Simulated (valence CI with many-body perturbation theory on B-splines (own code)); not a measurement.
Dy LXII: calculated level list

Computed by configuration interaction combined with many-body perturbation theory (CI+MBPT): three valence electrons over a frozen Dirac-Fock core [He], a basis of 11 s, 11 p, 9 d, 7 f, 5 g, 2 h, 1 i functions for each j, with the one-electron correlation potential Σ1 (screened to all orders), the two-electron term Σ2, the three-electron term Σ3, Breit, model QED; selected single and double excitations, second order for the rest (own B-spline code, finite nucleus).

No measured spectrum was set against this ion. As an estimate, large intervals hold to a few tenths of a per cent, small ones and those within an open d or f shell to about a per cent.

Levels 1 to 45 of 102, with energies above the lowest level, (2s^2 2p1/2) J=1/2. "Leading %" is the weight of the configuration and term that name the level; weights of strongly mixed levels are sums over their largest components and can fall short. In the jj column 3d3/2^4 stands for four electrons in 3d with j = 3/2. Lifetimes count E1, E2, E3, M1 and M2 decay at the calculated energies, and are blank where another channel may lead or the interval is too uncertain; long ones can be off by a factor of two.

| No. | Configuration | Term | J | E (× 10³ cm⁻¹) | Leading % | Second component | Lifetime | g | Leading jj |
| --- | --- | --- | --- | --- | --- | --- | --- | --- | --- |
| 1 | 2s2 2p | 2P° | 1/2 | 0.00 | 100 |  |  | 0.627 | 2s^2 2p1/2 (100 %) |
| 2 | 2s 2p2 | 4P | 1/2 | 1804.6 | 52 | 31 % 2s 2p2 2S | 56.1 ps | 2.070 | 2s 2p1/2^2 (99 %) |
| 3 | 2s2 2p | 2P° | 3/2 | 7031.4 | 99 |  | 84.1 ps | 1.305 | 2s^2 2p3/2 (99 %) |
| 4 | 2s 2p2 | 4P | 3/2 | 8294.3 | 90 | 7 % 2s 2p2 2D | 30.9 ps | 1.631 | 2s 2p1/2 2p3/2 (100 %) |
| 5 | 2s 2p2 | 2D | 5/2 | 8598.9 | 62 | 38 % 2s 2p2 4P | 150 ps | 1.321 | 2s 2p1/2 2p3/2 (100 %) |
| 6 | 2s 2p2 | 2P | 1/2 | 9101.0 | 69 | 30 % 2s 2p2 4P | 226 fs | 1.257 | 2s 2p1/2 2p3/2 (99 %) |
| 7 | 2s 2p2 | 2D | 3/2 | 9115.8 | 62 | 36 % 2s 2p2 2P | 257 fs | 0.974 | 2s 2p1/2 2p3/2 (100 %) |
| 8 | 2p3 | 2P° | 3/2 | 11005 | 48 | 27 % 2p3 2D° | 334 fs | 1.326 | 2p1/2^2 2p3/2 (99 %) |
| 9 | 2s 2p2 | 4P | 5/2 | 15470 | 62 | 38 % 2s 2p2 2D | 1.14 ps | 1.418 | 2s 2p3/2^2 (100 %) |
| 10 | 2s 2p2 | 2S | 1/2 | 16232 | 69 | 18 % 2s 2p2 4P | 282 fs | 1.912 | 2s 2p3/2^2 (100 %) |
| 11 | 2s 2p2 | 2P | 3/2 | 16238 | 61 | 31 % 2s 2p2 2D | 156 fs | 1.176 | 2s 2p3/2^2 (100 %) |
| 12 | 2p3 | 4S° | 3/2 | 17697 | 55 | 45 % 2p3 2D° | 165 fs | 1.438 | 2p1/2 2p3/2^2 (100 %) |
| 13 | 2p3 | 2D° | 5/2 | 17875 | 100 |  | 178 fs | 1.169 | 2p1/2 2p3/2^2 (100 %) |
| 14 | 2p3 | 2P° | 1/2 | 18273 | 100 |  | 149 fs | 0.627 | 2p1/2 2p3/2^2 (100 %) |
| 15 | 2p3 | 2P° | 3/2 | 25041 | 52 | 28 % 2p3 2D° | 110 fs | 1.288 | 2p3/2^3 (100 %) |
| 16 | 2s2 3s | 2S | 1/2 | 65786 | 98 |  | 5.88 fs | 1.986 | 2s^2 3s (98 %) |
| 17 | 2s2 3p | 2P° | 1/2 | 66393 | 96 |  | 152 fs | 0.664 | 2s^2 3p1/2 (96 %) |
| 18 | 2s 2p 3s | 4P° | 1/2 | 66993 | 85 | 13 % 2s 2p 3s 2P° | 6.58 fs | 2.357 | 2s 2p1/2 3s (98 %) |
| 19 | 2s 2p 3s | 4P° | 3/2 | 67189 | 60 | 40 % 2s 2p 3s 2P° | 5.87 fs | 1.541 | 2s 2p1/2 3s (99 %) |
| 20 | 2s 2p 3s | 2P° | 1/2 | 67403 | 94 | 5 % 2s 2p 3s 4P° | 7.88 fs | 0.714 | 2s 2p1/2 3s (99 %) |
| 21 | 2s 2p 3p | 4D | 1/2 | 67505 | 72 | 20 % 2s 2p 3p 2P | 8.27 fs | 0.266 | 2s 2p1/2 3p1/2 (100 %) |
| 22 | 2s 2p 3p | 4D | 3/2 | 67710 | 40 | 32 % 2s 2p 3p 2D | 3.10 fs | 1.099 | 2s 2p1/2 3p1/2 (99 %) |
| 23 | 2s 2p 3p | 4P | 1/2 | 68016 | 46 | 30 % 2s 2p 3p 2S | 6.42 fs | 1.935 | 2s 2p1/2 3p1/2 (99 %) |
| 24 | 2s2 3p | 2P° | 3/2 | 68476 | 97 |  | 93.6 fs | 1.324 | 2s^2 3p3/2 (97 %) |
| 25 | 2s2 3d | 2D | 3/2 | 68897 | 98 |  | 938 as | 0.790 | 2s^2 3d3/2 (98 %) |
| 26 | 2p2 3s | 4P | 1/2 | 69160 | 42 | 28 % 2p2 3s 2S | 6.64 fs | 1.939 | 2p1/2^2 3s (91 %) |
| 27 | 2s2 3d | 2D | 5/2 | 69461 | 96 |  | 1.01 fs | 1.192 | 2s^2 3d5/2 (96 %) |
| 28 | 2p2 3p | 2P° | 1/2 | 69659 | 43 | 37 % 2p2 3p 4D° | 1.41 fs | 0.640 | 2p1/2^2 3p1/2 (94 %) |
| 29 | 2s 2p 3p | 4P | 3/2 | 69667 | 31 | 27 % 2s 2p 3p 4D | 8.48 fs | 1.393 | 2s 2p1/2 3p3/2 (100 %) |
| 30 | 2s 2p 3p | 4D | 5/2 | 69903 | 43 | 37 % 2s 2p 3p 2D | 31.4 fs | 1.320 | 2s 2p1/2 3p3/2 (97 %) |
| 31 | 2s 2p 3p | 2D | 3/2 | 69925 | 43 | 23 % 2s 2p 3p 2P | 3.78 fs | 1.244 | 2s 2p1/2 3p3/2 (99 %) |
| 32 | 2s 2p 3p | 2P | 1/2 | 69986 | 41 | 18 % 2s 2p 3p 2S | 2.60 fs | 1.368 | 2s 2p1/2 3p3/2 (92 %) |
| 33 | 2s 2p 3d | 4F° | 3/2 | 69997 | 70 | 13 % 2s 2p 3d 2D° | 3.70 fs | 0.566 | 2s 2p1/2 3d3/2 (100 %) |
| 34 | 2s 2p 3d | 4F° | 5/2 | 70220 | 45 | 30 % 2s 2p 3d 2F° | 5.18 fs | 1.013 | 2s 2p1/2 3d3/2 (98 %) |
| 35 | 2s 2p 3d | 2P° | 3/2 | 70357 | 29 | 26 % 2s 2p 3d 4D° | 768 as | 1.178 | 2s 2p1/2 3d3/2 (98 %) |
| 36 | 2s 2p 3d | 4D° | 1/2 | 70400 | 53 | 37 % 2s 2p 3d 2P° | 897 as | 0.435 | 2s 2p1/2 3d3/2 (96 %) |
| 37 | 2s 2p 3d | 4P° | 5/2 | 70654 | 34 | 29 % 2s 2p 3d 4D° | 1.00 fs | 1.309 | 2s 2p1/2 3d5/2 (99 %) |
| 38 | 2s 2p 3d | 2F° | 7/2 | 70863 | 38 | 38 % 2s 2p 3d 4F° | 1.04 fs | 1.228 | 2s 2p1/2 3d5/2 (100 %) |
| 39 | 2s 2p 3d | 2F° | 5/2 | 70953 | 49 | 23 % 2s 2p 3d 2D° | 1.04 fs | 1.069 | 2s 2p1/2 3d5/2 (98 %) |
| 40 | 2s 2p 3d | 2P° | 3/2 | 70957 | 39 | 34 % 2s 2p 3d 2D° | 1.04 fs | 1.103 | 2s 2p1/2 3d5/2 (96 %) |
| 41 | 2p2 3p | 2P° | 3/2 | 71863 | 33 | 20 % 2p2 3p 4D° | 3.57 fs | 1.322 | 2p1/2^2 3p3/2 (96 %) |
| 42 | 2p2 3d | 2D | 3/2 | 72173 | 42 | 32 % 2p2 3d 4F | 5.45 fs | 0.784 | 2p1/2^2 3d3/2 (98 %) |
| 43 | 2p2 3d | 2D | 5/2 | 72837 | 35 | 18 % 2p2 3d 4D | 1.06 fs | 1.190 | 2p1/2^2 3d5/2 (98 %) |
| 44 | 2s 2p 3s | 4P° | 5/2 | 74042 | 100 |  | 8.50 fs | 1.572 | 2s 2p3/2 3s (100 %) |
| 45 | 2s 2p 3s | 2P° | 3/2 | 74232 | 77 | 23 % 2s 2p 3s 4P° | 5.18 fs | 1.391 | 2s 2p3/2 3s (100 %) |

The ionisation energy to 2s2 1S_0 of the next ion comes out as 14489 eV (NIST: 14495 ± 12 eV (theoretical)). All 102 levels together are meant to be complete up to 79941 × 10³ cm⁻¹.
